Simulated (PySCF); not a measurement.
PySCF input file for C₅H₄F₂O, SMILES C=C=COC=C(F)F, TDA-B3LYP/def2-SVPD. Coordinates come from a PBE0-D3(BJ)/def2-SVP optimisation. The structure was generated by enumeration, and PubChem lists no compound with its InChIKey, so it may never have been made. Other conformers were not sampled.

```python
import numpy as np
from pyscf import gto, scf, dft, tdscf

mol = gto.M(
    atom='''
    C    -3.17264508   -0.07478144   -0.81638501
    C    -2.18377719   -0.76426288   -0.30724059
    C    -1.21537817   -1.49623920    0.19665852
    O     0.02876932   -1.07075192    0.55380448
    C     0.26560845    0.26512138    0.49456901
    C     1.45351516    0.72307781    0.10831135
    F     1.76440594    1.99706057    0.11300745
    F     2.45313503   -0.01924212   -0.28999435
    H    -3.91217749    0.42827720   -0.18104983
    H    -3.30075094    0.02850040   -1.90110405
    H    -1.33604665   -2.56555358    0.38882650
    H    -0.52298746    0.95693132    0.80029378
    ''',
    basis='def2-SVPD',
    charge=0,
    spin=0,
    max_memory=1600,
    verbose=4,
)
mf = dft.RKS(mol, xc='b3lyp').density_fit(auxbasis='def2-universal-jkfit')
mf.grids.level = 3
mf.conv_tol = 1e-9
mf.max_cycle = 100
mf.kernel()
mf.grids = dft.Grids(mol).set(level=1).build(with_non0tab=True)  # coarser grid for the response kernel
td = tdscf.TDA(mf)
td.singlet = True
td.nstates = 6
td.conv_tol = 1e-4
td.positive_eig_threshold = 1e-6
td.kernel(x0=td.get_init_guess(mf, 11))
td.analyze()
tt = tdscf.TDA(mf)
tt.singlet = False
tt.nstates = 2
tt.conv_tol = 1e-4
tt.positive_eig_threshold = 1e-6
tt.kernel(x0=tt.get_init_guess(mf, 7))
tt.analyze(verbose=3)
```

Program output:

```
PySCF version 2.14.0

[INPUT] verbose = 4
[INPUT] num. atoms = 12
[INPUT] num. electrons = 60
[INPUT] charge = 0
[INPUT] spin (= nelec alpha-beta = 2S) = 0
[INPUT] symmetry False subgroup None
[INPUT] Mole.unit = angstrom
[INPUT] Symbol           X                Y                Z      unit          X                Y                Z       unit  Magmom
[INPUT]  1 C     -3.172645080000  -0.074781440000  -0.816385010000 AA   -5.995430291649  -0.141316440801  -1.542744081100 Bohr   0.0
[INPUT]  2 C     -2.183777190000  -0.764262880000  -0.307240590000 AA   -4.126740806172  -1.444247530371  -0.580600569450 Bohr   0.0
[INPUT]  3 C     -1.215378170000  -1.496239200000   0.196658520000 AA   -2.296731879075  -2.827482304838   0.371630742862 Bohr   0.0
[INPUT]  4 O      0.028769320000  -1.070751920000   0.553804480000 AA    0.054366135590  -2.023427876152   1.046538793757 Bohr   0.0
[INPUT]  5 C      0.265608450000   0.265121380000   0.494569010000 AA    0.501927226870   0.501006797967   0.934599978597 Bohr   0.0
[INPUT]  6 C      1.453515160000   0.723077810000   0.108311350000 AA    2.746745570303   1.366419027650   0.204678787682 Bohr   0.0
[INPUT]  7 F      1.764405940000   1.997060570000   0.113007450000 AA    3.334243999156   3.773897531468   0.213553130535 Bohr   0.0
[INPUT]  8 F      2.453135030000  -0.019242120000  -0.289994350000 AA    4.635753353277  -0.036362336856  -0.548009899171 Bohr   0.0
[INPUT]  9 H     -3.912177490000   0.428277200000  -0.181049830000 AA   -7.392944006788   0.809326613396  -0.342134593599 Bohr   0.0
[INPUT] 10 H     -3.300750940000   0.028500400000  -1.901104050000 AA   -6.237515282001   0.053857950441  -3.592565988801 Bohr   0.0
[INPUT] 11 H     -1.336046650000  -2.565553580000   0.388826500000 AA   -2.524762258143  -4.848193624097   0.734775594973 Bohr   0.0
[INPUT] 12 H     -0.522987460000   0.956931320000   0.800293780000 AA   -0.988303065982   1.808338114819   1.512336063393 Bohr   0.0

nuclear repulsion = 342.747282707745
number of shells = 83
number of NR pGTOs = 289
number of NR cGTOs = 201
basis = def2-SVPD
ecp = {}


[settings echo left out]
init E= -468.64956682156
  HOMO = -0.244535729532134  LUMO = -0.0937141823862513  gap/eV = 4.10406
cycle= 1 E= -467.304364586777  delta_E= 1.35  |g|= 0.735  |ddm|= 6.84
  HOMO = -0.19230508836937  LUMO = -0.0186171621925402  gap/eV = 4.72629
cycle= 2 E= -467.148724942966  delta_E= 0.156  |g|= 1.17  |ddm|= 1.92
  HOMO = -0.236564667369101  LUMO = -0.0301490404998308  gap/eV = 5.61686
cycle= 3 E= -467.401047541556  delta_E= -0.252  |g|= 0.143  |ddm|= 1.25
  HOMO = -0.234820815624933  LUMO = -0.0353803799464893  gap/eV = 5.42705
cycle= 4 E= -467.404149841976  delta_E= -0.0031  |g|= 0.0845  |ddm|= 0.297
  HOMO = -0.238748203365106  LUMO = -0.0333108320499633  gap/eV = 5.59024
cycle= 5 E= -467.405776839114  delta_E= -0.00163  |g|= 0.014  |ddm|= 0.12
  HOMO = -0.237257359942308  LUMO = -0.0325808131272174  gap/eV = 5.56953
cycle= 6 E= -467.405824231682  delta_E= -4.74e-05  |g|= 0.00526  |ddm|= 0.0308
  HOMO = -0.237548343491887  LUMO = -0.032712040782541  gap/eV = 5.57388
cycle= 7 E= -467.405830563455  delta_E= -6.33e-06  |g|= 0.00158  |ddm|= 0.0078
  HOMO = -0.23762445923852  LUMO = -0.032833258565093  gap/eV = 5.57265
cycle= 8 E= -467.405831141552  delta_E= -5.78e-07  |g|= 0.000245  |ddm|= 0.00232
  HOMO = -0.237625608190556  LUMO = -0.0328130372400732  gap/eV = 5.57323
cycle= 9 E= -467.405831153932  delta_E= -1.24e-08  |g|= 0.000127  |ddm|= 0.000571
  HOMO = -0.237617160571038  LUMO = -0.0328118102786217  gap/eV = 5.57304
cycle= 10 E= -467.405831157444  delta_E= -3.51e-09  |g|= 4.35e-05  |ddm|= 0.000247
  HOMO = -0.237620588356236  LUMO = -0.032815843881985  gap/eV = 5.57302
cycle= 11 E= -467.405831157889  delta_E= -4.45e-10  |g|= 1.21e-05  |ddm|= 9.35e-05
  HOMO = -0.237620142047223  LUMO = -0.0328135755865997  gap/eV = 5.57307
Extra cycle  E= -467.405831157814  delta_E= 7.53e-11  |g|= 2.14e-05  |ddm|= 5.11e-05
converged SCF energy = -467.405831157814
tot grids = 51568
Overwritten attributes  positive_eig_threshold  of <class 'pyscf.tdscf.rks.TDA'>


******** <class 'pyscf.tdscf.rks.TDA'> for <class 'pyscf.df.df_jk.DFRKS'> ********
nstates = 6 singlet
deg_eia_thresh = 1.000e-03
wfnsym = None
conv_tol = 0.0001
eigh lindep = 1e-12
eigh level_shift = 0
eigh max_cycle = 100


Excitation energies (eV)
[4.36113011 5.7091725  5.93603833 6.00931215 6.36572319 6.51354101]

** Singlet excitation energies and oscillator strengths **
Excited State   1:      4.36113 eV    284.29 nm  f=0.0008
      29 -> 31        0.15665
      30 -> 31        0.68574
Excited State   2:      5.70917 eV    217.17 nm  f=0.0004
      29 -> 31        0.66295
      30 -> 31       -0.15402
      30 -> 33       -0.15071
Excited State   3:      5.93604 eV    208.87 nm  f=0.0379
      29 -> 31       -0.14279
      30 -> 32        0.18605
      30 -> 33       -0.65881
Excited State   4:      6.00931 eV    206.32 nm  f=0.2828
      29 -> 34        0.19239
      30 -> 32        0.62886
      30 -> 33        0.18433
Excited State   5:      6.36572 eV    194.77 nm  f=0.0171
      29 -> 32        0.34339
      30 -> 34        0.58141
      30 -> 35        0.15807
Excited State   6:      6.51354 eV    190.35 nm  f=0.0002
      29 -> 32        0.20867
      29 -> 33        0.14126
      30 -> 35       -0.65106

** Transition electric dipole moments (AU) **
state          X           Y           Z        Dip. S.      Osc.
  1        -0.0461     -0.0394     -0.0581      0.0071      0.0008
  2         0.0119      0.0197      0.0479      0.0028      0.0004
  3         0.3493      0.1008      0.3583      0.2605      0.0379
  4         1.3711      0.1670      0.1142      1.9207      0.2828
  5        -0.2330      0.0264     -0.2336      0.1095      0.0171
  6         0.0191     -0.0137      0.0313      0.0015      0.0002

** Transition velocity dipole moments (imaginary part, AU) **
state          X           Y           Z        Dip. S.      Osc.
  1        -0.0113     -0.0002      0.0189      0.0005      0.0020
  2        -0.0046      0.0127     -0.0038      0.0002      0.0006
  3         0.0379      0.0166      0.0331      0.0028      0.0086
  4         0.1513      0.0442      0.0372      0.0262      0.0792
  5        -0.0288     -0.0159      0.0009      0.0011      0.0031
  6        -0.0071      0.0017     -0.0084      0.0001      0.0003

** Transition magnetic dipole moments (imaginary part, AU) **
state          X           Y           Z
  1        -0.4065      0.4726     -0.3564
  2        -0.6734      0.3071      0.0668
  3         0.2853     -0.1442     -0.2028
  4         0.3567      0.1271     -0.6252
  5         0.0071      0.3942      0.1690
  6        -0.0854     -0.4047     -0.0240


******** <class 'pyscf.tdscf.rks.TDA'> for <class 'pyscf.df.df_jk.DFRKS'> ********
nstates = 2 triplet
deg_eia_thresh = 1.000e-03
wfnsym = None
conv_tol = 0.0001
eigh lindep = 1e-12
eigh level_shift = 0
eigh max_cycle = 100


Excitation energies (eV)
[4.00527597 4.17098224]

** Triplet excitation energies and oscillator strengths **
Excited State   1:      4.00528 eV    309.55 nm  f=0.0000
Excited State   2:      4.17098 eV    297.25 nm  f=0.0000
```

Self-consistency was reached.
